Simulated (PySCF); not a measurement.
CH₅AlOS, SMILES [CH3][Al]([OH])[SH]. Atoms are numbered in the order given.

```xyz
9

Al     0.0975    -0.4142     0.0000
C     -1.3158    -1.7493     0.0000
H     -2.3129    -1.2819     0.0000
H     -1.2514    -2.4020    -0.8864
H     -1.2514    -2.4020     0.8864
O      1.7694    -0.7517     0.0000
H      2.1834    -1.6154     0.0000
S     -0.3648     1.7205     0.0000
H      0.9419     2.0674     0.0000
```
Charge 0, spin multiplicity 1.

Geometry optimised at PBE0-D3(BJ)/def2-SVP. Other conformers were not sampled.

All values below come from B3LYP/def2-TZVP in PySCF.

ESP charges are fitted to the potential on shells at 1.4 to 2.0 van der Waals radii. Atomic charges (e):

```json
[
 {"atom": "Al1", "Löwdin": "-0.23", "ESP fit": "0.89", "IAO": "1.09"},
 {"atom": "C2", "Löwdin": "-0.49", "ESP fit": "-0.70", "IAO": "-0.82"},
 {"atom": "H3", "Löwdin": "0.14", "ESP fit": "0.18", "IAO": "0.16"},
 {"atom": "H4", "Löwdin": "0.14", "ESP fit": "0.14", "IAO": "0.15"},
 {"atom": "H5", "Löwdin": "0.14", "ESP fit": "0.14", "IAO": "0.15"},
 {"atom": "O6", "Löwdin": "-0.13", "ESP fit": "-0.84", "IAO": "-0.83"},
 {"atom": "H7", "Löwdin": "0.18", "ESP fit": "0.44", "IAO": "0.36"},
 {"atom": "S8", "Löwdin": "0.18", "ESP fit": "-0.45", "IAO": "-0.39"},
 {"atom": "H9", "Löwdin": "0.08", "ESP fit": "0.20", "IAO": "0.11"}
]
```
